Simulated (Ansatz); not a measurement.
Cs₄. Total charge 0; singlet. Geometry r2SCAN/def2-TZVPD, that of the charge -1 doublet.

| atom | x (Å) | y (Å) | z (Å) |
| --- | --- | --- | --- |
| Cs1 | -2.0673 | -2.8078 | -2.9655 |
| Cs2 | -1.1214 | 4.1549 | 4.5670 |
| Cs3 | -0.1402 | 0.3773 | 1.0245 |
| Cs4 | 3.3289 | -1.7244 | -2.6260 |

In the def2 sets Cs takes a core potential; there is no spin–orbit coupling. A triplet lies near this restricted singlet, and broken spin symmetry wasn't tried. The structure comes from a short search, and lower isomers may exist.

(1) Estimate the orbital energies around the gap (eV) in Ansatz with PBE/def2-TZVPD, r2SCAN/def2-TZVPD, PBE0/def2-TZVPD.

Results:

(1) 
```tsv
orbital	PBE/def2-TZVPD	r2SCAN/def2-TZVPD	PBE0/def2-TZVPD
HOMO−5	-13.05	-13.56	-14.45
HOMO−4	-13.04	-13.56	-14.45
HOMO−3	-13.02	-13.54	-14.42
HOMO−2	-12.94	-13.44	-14.35
HOMO−1	-2.59	-2.54	-2.95
HOMO	-1.98	-1.91	-2.20
LUMO	-1.87	-1.69	-1.51
LUMO+1	-1.47	-1.35	-1.13
LUMO+2	-1.12	-1.08	-0.80
LUMO+3	-0.90	-0.77	-0.55
LUMO+4	-0.83	-0.75	-0.51
LUMO+5	-0.80	-0.66	-0.43
```
